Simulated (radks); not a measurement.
The table gives one normalised radial function P(r) = r R(r) of La in [Xe] 5d1 6s2 (r in bohr). Method: scalar-relativistic Kohn-Sham, PBE, spin-polarised, spherical densities, finite nucleus; open shells are filled with parallel spins first (spin-orbit coupling, left out, can overturn this in heavy ions); Fermi nuclear charge, rms radius 4.855 fm; hard spherical wall at 6 bohr; computed with a radial shooting solver on a logarithmic mesh with Libxc functionals.

r,P
0.003125,0.0816
0.003581,0.0897
0.004135,0.0986
0.004738,0.1072
0.005471,0.1163
0.006268,0.1246
0.007239,0.1327
0.008294,0.1392
0.009578,0.1442
0.01097,0.1465
0.01267,0.1455
0.01452,0.1403
0.01677,0.1292
0.01921,0.1126
0.02219,0.0877
0.02542,0.0568
0.02936,0.0162
0.03363,-0.0284
0.03884,-0.0804
0.0445,-0.1305
0.05139,-0.1794
0.05888,-0.2155
0.068,-0.2354
0.07791,-0.2297
0.08997,-0.1919
0.1031,-0.1241
0.119,-0.0220
0.1364,0.0925
0.1575,0.2134
0.1805,0.3037
0.2084,0.3467
0.2388,0.3176
0.2758,0.2047
0.3159,0.0323
0.3649,-0.1849
0.418,-0.3739
0.4828,-0.4988
0.5531,-0.5021
0.6388,-0.3651
0.7318,-0.1201
0.8452,0.2093
0.9683,0.5207
1.118,0.7832
1.281,0.9247
1.48,0.9461
1.695,0.8585
1.958,0.6910
2.243,0.5077
2.59,0.3289
2.968,0.1970
3.427,0.1023
3.927,0.0489
4.535,0.0192
5.195,0.0064
6,0.0000

Which n and l does it have? It may be an empty orbital.

Answer. n = 5, l = 0: the number of nodes gives n - l - 1 = 4, the rise at small r (about r^(l+1), flatter next to the nucleus through relativity) gives l, and the extent must fit the shell. The curve is that of 5s down; the table hardly tells the two spins apart. 5s down: eigenvalue -35.773 eV, 4 radial nodes at r = 0.0309, 0.122, 0.323, 0.773 bohr, <r> = 1.56 bohr, 90 % of the charge inside 2.24 bohr.
